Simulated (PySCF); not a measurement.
**Deuteron quadrupole couplings in `C#CC[PH+]1C=CCC=C1`**

Species: C8H10P (charge +1).
Geometry (GFN2-xTB, Å), atoms numbered from 1 in this order:
```xyz
19
C8H10P angstrom
C      3.7628    0.3959   -1.1308
C      2.9408   -0.1041   -0.4189
C      1.9336   -0.7129    0.4301
P      0.3380   -0.6536   -0.4539
C     -0.1668    1.0127   -0.8041
C     -1.3732    1.4546   -0.4456
C     -2.4399    0.6830    0.2454
C     -2.1291   -0.7040    0.6791
C     -1.0053   -1.3859    0.4515
H      4.5107    0.8253   -1.7306
H      2.1937   -1.7563    0.6419
H      1.8408   -0.1683    1.3771
H      0.5491   -1.3346   -1.6417
H      0.5557    1.6499   -1.2963
H     -1.6350    2.4824   -0.6645
H     -3.3223    0.6500   -0.4066
H     -2.7712    1.2553    1.1208
H     -2.9220   -1.1850    1.2386
H     -0.8703   -2.3956    0.8161
```

Level: PBE0/pcSseg-1 (PySCF, non-relativistic); Q(2H) = 0.00286 b; rigid geometry, the same for H and D, with no vibrational averaging.

Question: Rank these positions by the coupling χzz of a deuteron there, largest first.
A. H13 (P–H hydrogen)
B. H14 (vinylic hydrogen)
C. H16 (methylene hydrogen)
D. H10 (alkyne hydrogen)
E. H15 (vinylic hydrogen)

Answer: D (259 kHz), B (213 kHz), E (208 kHz), C (193 kHz), A (128 kHz).

Question: Give the electric field gradient Vzz (the principal value of largest size), its asymmetry and the 2H coupling at each hydrogen.

Answer: 
```tsv
atom	bonded to	bond length (Å)	Vzz (au)	η	χzz (kHz)
H10	C1	1.050	0.3848	0.01	259
H11	C3	1.096	0.2890	0.04	194
H12	C3	1.096	0.2876	0.03	193
H13	P4	1.385	0.1910	0.00	128
H14	C5	1.082	0.3176	0.09	213
H15	C6	1.083	0.3097	0.04	208
H16	C7	1.098	0.2865	0.06	193
H17	C7	1.097	0.2864	0.06	192
H18	C8	1.083	0.3094	0.04	208
H19	C9	1.082	0.3189	0.10	214
```

Question: Average by the element that carries the hydrogen.

Answer: on C: 208 kHz over 9 positions, mean bond length 1.085 Å; on P: 128 kHz over 1 position, mean bond length 1.385 Å.

Question: How does χzz go with the bond length over the 9 C–H bonds?

Answer: A straight-line fit has a slope of -14.0 kHz for each 0.01 Å, with a correlation coefficient of -1.00, over lengths from 1.050 to 1.098 Å. The longer bonds have the smaller couplings here.

Question: A static deuteron (I = 1) shows a doublet split by (3/2)χ, (3/4)χ(1 + η) and (3/4)χ(1 − η) with the field along z, y and x of the gradient. What are these for H17?

Answer: With |χ| = 192.5 kHz and η = 0.063: 289, 153 and 135 kHz, to first order and without motion.

Isolated species at its GFN2-xTB geometry (one conformer only). GFN2-xTB bond lengths can be off by several hundredths of an ångström, more for odd bonds, and the gradients follow them. The small basis limits the accuracy of the gradients.

The run behind these numbers computed NMR shieldings as well. Cost: about 1.8 min of CPU time on one thread; the machine was shared, so the figure is rough.
